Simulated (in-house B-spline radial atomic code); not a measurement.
**Ionising the silicon ion Si⁵⁺ with different functionals**

Computed with a radial B-spline atomic code at the basis-set limit: four-component Dirac-Coulomb Hamiltonian, Fermi nucleus of rms radius 3.1224 fm, spin-restricted, spherical fractional occupations for the functionals, and exact exchange of hybrids averaged over the configuration. The ionisation energy is the difference of two self-consistent energies, [He] 2s2 2p5 → [He] 2s2 2p4, without Breit or QED terms; ε is the level of the shell that loses the electron (mean over j). The electron is taken from both j subshells in proportion to 2j + 1, so the result is a j average, not the step between ground levels.

```
method                    rung  ΔSCF (eV)  -ε(2p) (eV)
 B3LYP           global hybrid     209.08       192.81
 B97-1           global hybrid     208.88       192.85
  PBE0           global hybrid     208.76       193.68
 wB97X  range-separated hybrid     208.70       195.23
```

Among the functionals, which spreads more, the ΔSCF values or the orbital energies?

The orbital energies: ΔSCF values span about 0.39 eV and the orbital energies 2.43 eV; here energy differences depend much less on the functional than eigenvalues do.

How do they compare with the NIST value?

NIST lists 205.28 eV ± 0.005 (semi-empirical, ground level to ground level). Errors run from +3.42 to +3.81 eV. The correlated functionals all miss on the same side by more than they spread, so the cause is common to them (Breit-QED terms, spin polarisation, the choice among j levels, multiplet and fine-structure energies, or a listed next ion that isn't the cheapest removal here) and closeness doesn't rank the functionals.
